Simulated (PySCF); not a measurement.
Gas-phase reaction: 5 GeH₃Cl = GeHCl₃ + 4 GeH₃ + 2 HCl

Computed with PySCF and rigid-rotor harmonic-oscillator thermochemistry at 1 bar. † marks an energy on the PBE0/def2-TZVP geometry and frequencies; other levels use their own. MP2 freezes the core. 6-31G* has spherical d functions here. Open shells (unrestricted): GeH₃ (multiplicity 2); the rest are closed-shell singlets. Ge: all electrons, no relativistic terms. GeH₃: computed as isolated molecules; such fragments, hydroxides, amides, oligomers or adducts are transient or little studied in the gas. MP2 isn't extrapolated to the basis-set limit; its ΔH°(298 K) is 624.7 kJ in def2-SVP and 666.8 kJ in def2-TZVPP. The harmonic model lacks anharmonicity and excited electronic states, which grow with temperature; levels with a mode under 35 cm⁻¹ are left out.

```json
[
 {"level": "HF/6-31G*", "ΔE electronic, kJ": "590", "ΔH°(298 K), kJ": "562", "ΔS°(298 K), J/K": "302", "ΔG°(1400 K), kJ": "133"},
 {"level": "MP2/def2-TZVPP†", "ΔE electronic, kJ": "692", "ΔH°(298 K), kJ": "667", "ΔS°(298 K), J/K": "303", "ΔG°(1400 K), kJ": "240"},
 {"level": "PBE0/def2-QZVP†", "ΔE electronic, kJ": "659", "ΔH°(298 K), kJ": "634", "ΔS°(298 K), J/K": "303", "ΔG°(1400 K), kJ": "206"},
 {"level": "PBE0/def2-SVP†", "ΔE electronic, kJ": "668", "ΔH°(298 K), kJ": "643", "ΔS°(298 K), J/K": "303", "ΔG°(1400 K), kJ": "215"},
 {"level": "PBE0/def2-TZVP", "ΔE electronic, kJ": "668", "ΔH°(298 K), kJ": "642", "ΔS°(298 K), J/K": "303", "ΔG°(1400 K), kJ": "215"},
 {"level": "ωB97M-V/def2-TZVP†", "ΔE electronic, kJ": "684", "ΔH°(298 K), kJ": "659", "ΔS°(298 K), J/K": "303", "ΔG°(1400 K), kJ": "231"},
 {"level": "ωB97X-V/def2-TZVP†", "ΔE electronic, kJ": "718", "ΔH°(298 K), kJ": "692", "ΔS°(298 K), J/K": "303", "ΔG°(1400 K), kJ": "265"}
]
```
ΔH° is lowest at HF/6-31G* and highest at ωB97X-V/def2-TZVP†. No reference value is set beside these.
